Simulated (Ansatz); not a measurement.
This Ansatz (an electronic-structure program) input (CCSD(T)/3-21G) gives -0.49620 Eh with 2 basis functions. A basis named .json is the Basis Set Exchange file of that set (core-valence sets with the plain set on hydrogen).

Ansatz 0.2 input:
```yaml
crystal:
  periodic: [false, false, false]
  atoms:
    - {symbol: H, position_ang: [0.00000000, 0.00000000, 0.00000000]}
basis:
  gaussian:
    orbitals: 3-21G.json
magnetization: {spin_polarized: true, initial_magnetization: 1}
correlation: {method: ccsd_t, electrons: outside_noble_gas}
scf: {lower_state_search: full}
```

Change:
```diff
- orbitals: 3-21G.json
+ orbitals: STO-3G
```

Problem. What does the run give now?

Solution. -0.46658 Eh (CCSD(T)/STO-3G, 1 functions), a change of +29.62 mEh.
